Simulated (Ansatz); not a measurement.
Reaction (ligand exchange at a Ge–O bond): `OC[O][GeH3]` + `[SiH3][SiH2]S` → `[SiH3][SiH2][S][GeH3]` + `OCO`

Isolated molecules relaxed with PBE0-D4/def2-TZVP in Ansatz; ΔE leaves out vibrations. CBS: MP2 limit from def2 TZ/QZ plus the TZ coupled-cluster correction, frozen cores. This one scheme is used for every species. Functionals use def2-TZVPP. B3LYP here is the variant with VWN-RPA as its local correlation; programs differ in this. For Ge outer-core shells are correlated without core-valence functions, which leaves a few kJ/mol of doubt a bond. Scalar relativity is left out up to krypton. Each species was taken in one conformer, which may not be the lowest.

| level | ΔE (kcal/mol) | difference from CCSD(T)/CBS |
| --- | --- | --- |
| PBE-D4 | -11.4 | -1.3 |
| r2SCAN-D4 | -9.7 | 0.4 |
| PBE0-D4 | -11.7 | -1.6 |
| B3LYP-D4 | -9.6 | 0.5 |
| ωB97X-V | -8.8 | 1.3 |
| B2PLYP | -8.3 | 1.8 |
| PBE | -10.4 | -0.3 |
| PBE0 | -10.7 | -0.6 |
| SCS-MP2/def2-TZVPP | -8.3 | 1.8 |
| CCSD/def2-TZVPP | -8.5 | 1.6 |
| CCSD(T)/def2-TZVPP | -9.0 | 1.1 |
| HF/def2-QZVPP | -6.2 | 3.9 |
| MP2/def2-QZVPP | -10.4 | -0.3 |
| SCS-MP2/def2-QZVPP | -8.8 | 1.3 |
| MP2/CBS(def2) | -10.9 | -0.8 |
| CCSD/CBS(def2) | -9.6 | 0.5 |
| CCSD(T)/CBS | -10.1 | 0 |

Largest T1 diagnostic among the species: 0.012.

The D4 term adds −1.7 kcal/mol with B3LYP and −1.0 kcal/mol with PBE0; it sums over pairs of atoms, weighted by their polarisabilities, and B3LYP, whose exchange is more repulsive, gets the larger term. In def2-TZVPP, CCSD(T) changes the Hartree–Fock value by −2.5 kcal/mol (the triples alone add −0.5 kcal/mol) and MP2 by −3.3 kcal/mol.

CCSD(T)/CBS has its own doubt, a few kJ/mol and more with outer-core shells, so smaller differences from it don't rank the levels.
